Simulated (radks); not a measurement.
Spherical quantum dot in the effective-mass picture: electrons in a well V = -V0 / (1 + exp((r - R)/a)) with V0 = 4.7, R = 5.33, a = 0.34, with a point charge +1 (a donor) at the centre, all in effective atomic units (hartree* = m*/eps^2 hartree, bohr* = eps/m* bohr), one dielectric constant everywhere. Calculated with a radial shooting solver with Libxc functionals: non-relativistic Kohn-Sham, exchange-only LDA, spin-polarised, spherical densities. Levels are named by radial order and angular momentum (1s, 1p, 1d, 2s, ...), and open shells are averaged over m.

N = 16, configuration 1s2 1p6 1d(up 5, down 2) 2s(up 1, down 0). This is the lowest configuration that the search found. Occupied and some empty levels:

level,occupation,eigenvalue (hartree*),<r> (bohr*)
1s up,1,-0.95907,3.182
1s down,1,-0.89901,3.380
1p up,3,-0.83681,3.680
1p down,3,-0.79033,3.688
1d up,5,-0.67130,3.850
1d down,2,-0.62568,3.852
2s up,1,-0.61581,2.072
2s down,0,-0.45624,2.142
1f up,0,-0.45225,3.985
1f down,0,-0.40680,3.988
1g up,0,-0.18446,4.103
1g down,0,-0.13928,4.106
2p up,0,-0.10309,2.869
2p down,0,-0.039221,2.949

Energy (hartree*): total -42.6475, kinetic 6.2617, external -77.053, Hartree 31.955, exchange-correlation -3.8112.
